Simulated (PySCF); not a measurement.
## Excitation energy of Li by level of theory

Li [He] 2s1 (2S) → Li [He] 2p1 (2P), as a difference of total energies. Computed with PySCF 2.14 in x2c-QZVPPall, with scalar relativity by spin-free X2C-1e. Correlated levels: valence and next inner shell: nothing frozen. The calculations carry no spin-orbit coupling.

| method | excitation energy (eV) | error (eV) |
| --- | --- | --- |
| UHF | 1.843 | -0.005 |
| MP2 (valence and next inner shell) | 1.841 | -0.007 |
| SCS-MP2 (valence and next inner shell) | 1.842 | -0.006 |
| CCSD (valence and next inner shell) | 1.839 | -0.009 |
| CCSD(T) (valence and next inner shell) | 1.839 | -0.009 |
| CCSDT (valence and next inner shell) | 1.840 | -0.008 |

Reference: 1.848 eV (measured; NIST levels, between the centres of gravity of the two terms).

Errors of the correlated levels include the incompleteness of this basis.

The basis was made for the ground configuration and has no added diffuse functions, so the excitation energy can come out too high.
